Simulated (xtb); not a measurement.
Bi(H)2(Et) (C₂H₇Bi), SMILES [BiH2][CH2]C. All values are semi-empirical tight-binding results from xtb (GFN2-xTB unless named), good for trends rather than for accurate numbers. Geometry optimised at GFN2-xTB.

Optimised geometry:

```xyz
10

Bi    -0.2816     0.1503     0.3413
H     -1.4394    -0.6314    -0.7534
H     -0.2531     1.5483    -0.7523
C      1.4833    -0.8165    -0.7513
C      1.3709    -0.7097    -2.2583
H      1.5239    -1.8601    -0.4468
H      2.3908    -0.3278    -0.4024
H      1.3370     0.3332    -2.5632
H      0.4616    -1.1934    -2.6060
H      2.2227    -1.1843    -2.7477
```
Charge 0, spin multiplicity 1.

For metal compounds this method's bond lengths and energies can be far off.

Problem. Estimate the properties. (An estimate is asked for; the answer gives what the named calculation found.)

Solution. 
```yaml
orbital_gap: 6.69 eV
zero_point_energy: 48.3 kcal/mol
G − E(el) at 298.15 K (modified RRHO): 29.3 kcal/mol
```

Computed atomic charges and the Wiberg bond orders between heavy atoms:
charges (e) Bi1 0.34, H2 -0.13, H3 -0.13, C4 -0.12, C5 -0.10, H6 0.02, H7 0.02, H8 0.04, H9 0.04, H10 0.03. Bond orders Bi1–C4 0.97, C4–C5 1.03.
